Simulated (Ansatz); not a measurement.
Program: Ansatz. Geometries: PBE0-D4/def2-TZVP. ΔE: electronic, gas phase. CCSD(T)/CBS is the MP2 limit (def2-TZVPP, def2-QZVPP) plus CCSD(T) − MP2 in def2-TZVPP, frozen cores. This one scheme is used for every species. Functionals use def2-TZVPP. Each species was taken in one conformer, which may not be the lowest.

`C[SiH](Cl)N=C=O` + H–F → `C[SiH](F)Cl` + `N=C=O`  (ligand exchange at the Si–N bond)

`C[SiH](Cl)N=C=O`:

```xyz
10

C     0.688    1.406    0.421
Si    0.583   -0.340   -0.168
Cl    1.225   -1.614    1.311
N    -1.035   -0.715   -0.561
C    -2.013   -1.403   -0.601
O    -2.989   -2.032   -0.664
H     0.072    1.547    1.312
H     0.335    2.087   -0.357
H     1.720    1.664    0.669
H     1.415   -0.601   -1.361
```

H–F:

Z-matrix (Å, degrees):
```
F
H 1 0.920
```

`C[SiH](F)Cl`:

Cartesian coordinates in Å:
```
C -0.952 0.248 0.236
Si 0.786 -0.271 -0.092
F 0.792 -1.728 -0.738
Cl 1.664 1.002 -1.432
H -1.428 -0.445 0.935
H -0.975 1.250 0.671
H -1.530 0.261 -0.690
H 1.643 -0.318 1.111
```

`N=C=O`:

```xyz
4

N    -0.090   -0.754   -0.096
C     0.222    0.412   -0.151
O     0.606    1.495   -0.312
H    -0.739   -1.153    0.559
```

Question: Is it downhill or uphill in electronic energy at CCSD(T)/CBS, and by how much? (An estimate is asked.)

Answer: Computed: Downhill: ΔE = -0.45 eV.

Question: What do these levels give: PBE-D4, B97M-V, B2PLYP, PBE-QIDH, HF/def2-TZVPP, SCS-MP2/def2-TZVPP? (An estimate is asked.)

Answer: The calculation gave: PBE-D4 -0.48, B97M-V -0.56, B2PLYP -0.52, PBE-QIDH -0.44, HF/def2-TZVPP -0.53, SCS-MP2/def2-TZVPP -0.45 eV.

Largest T1 diagnostic among the species: 0.018.

The D4 term adds +0.08 eV with B3LYP and +0.05 eV with PBE0; it sums over pairs of atoms, weighted by their polarisabilities, and B3LYP, whose exchange is more repulsive, gets the larger term. From r2SCAN to r2SCAN0 (25 % exact exchange), in def2-TZVPP and without D4, ΔE moves by +0.05 eV. In def2-TZVPP, CCSD(T) changes the Hartree–Fock value by +0.07 eV (the triples alone add +0.01 eV) and MP2 by +0.13 eV.

B3LYP here is the variant with VWN-RPA as its local correlation; programs differ in this.
